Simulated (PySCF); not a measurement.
**A small calculation by hand: oscillator strength and radiative lifetime**

Al(Cl)(Et)(NH2) (C2H7AlClN), SMILES [Al]([NH2])([CH2]C)[Cl].

Geometry: PBE-D3(BJ)/def2-SVP. The structure was generated by enumeration; whether it is a known compound was not checked. The values are those of a single conformer.

TDA-M06-2X/def2-SVPD (PySCF) puts the first singlet state with f over 0.02 at 6.18 eV (vertical), with the transition dipole (0.108, -0.472, 0.191) in atomic units.

### Question
Find the oscillator strength, the wavelength and the radiative lifetime that this transition would have in vacuum if emission retraced absorption.

### Answer

|μ|² = 0.2709 au, so |μ| = 1.32 D. ΔE = 6.18/27.211 = 0.2271 hartree. f = (2/3) ΔE |μ|² = 0.041 (the program prints 0.041).
λ = 1239.84/6.18 = 201 nm; ν = 49845 cm⁻¹.
Einstein's coefficient A = 0.6670 ν² f s⁻¹ (ν in cm⁻¹) = 6.8e7 s⁻¹, so τ = 1/A = 15 ns. This state is S1. The figure is the radiative limit of this one transition; relaxation, internal conversion, crossing to triplets and a medium change what is measured.
